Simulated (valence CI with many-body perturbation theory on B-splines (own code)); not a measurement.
# Questions on Au LXXIV

Calculated by relativistic CI+MBPT: four valence electrons over a frozen Dirac-Fock core [He], a basis of 11 s, 11 p, 10 d, 8 f, 5 g, 2 h functions for each j, with the one-electron correlation potential Σ1, the two-electron term Σ2, the three-electron term Σ3, Breit, model QED; selected CI, second order for the rest, scaled by the run's own slope (own B-spline code, finite nucleus).

No measured spectrum was set against this ion. As an estimate, large intervals hold to a few tenths of a per cent, small ones and those within an open d or f shell to about a per cent. Among the levels kept, up to 1300 cm⁻¹ of a level comes from second order outside the variational space, and about a tenth of that is noise between levels of different J, which matters for small intervals.

Levels are named by their leading jj configuration (3d3/2^4 stands for four electrons in 3d with j = 3/2), which in mixed levels can hold well under half, so a name can repeat and another be missing.

Rates and lifetimes use the calculated energies. Strong lines usually hold to 10 to 20 %, long lifetimes can be off by a factor of two.

(1) What is the ground level?

(2) Name the longest-lived excited levels whose lifetime is computed, and their main decay.

(3) What is the ionisation energy?

(4) How well does LS coupling describe the low levels?

(5) Where does the other parity begin?

(6) Among levels below 1274.9 Ry, which E1 lines absorb most strongly from the ground level?

Results:

(1) (2s^2 2p1/2^2) J=0, composition 68 % 2s2 2p2 3P + 32 % 2s2 2p2 1S.

(2) (2s^2 2p1/2 2p3/2) J=2 at 142.2 Ry lives 3.35 ns, mostly by E2 to (2s^2 2p1/2^2) J=0; (2s 2p1/2^2 2p3/2) J=2 at 165.6 Ry lives 25.2 ps, mostly by E1 to (2s^2 2p1/2 2p3/2) J=1; (2s^2 2p1/2 2p3/2) J=1 at 140.8 Ry lives 23.5 ps, mostly by M1 to (2s^2 2p1/2^2) J=0.

(3) 21474 eV; NIST lists 21470 ± 90 eV (theoretical).

(4) Among the lowest 20 levels the leading LS term, summed over configurations, holds 67 % on average. For single configurations the figures are 67 % in LS and 100 % in jj coupling. Terms mix most in the J = 1 level at 172.7 Ry, where the leading one holds 31 %.

(5) At (2s 2p1/2^2 2p3/2) J=2, 165.6 Ry.

(6) to (2s^2 2p1/2 3d3/2) J=1 at 0.09576 nm, f = 1.07; to (2s 2p1/2^2 3p1/2) J=1 at 0.09857 nm, f = 0.309; to (2s 2p1/2^2 2p3/2) J=1 at 0.5277 nm, f = 0.300.
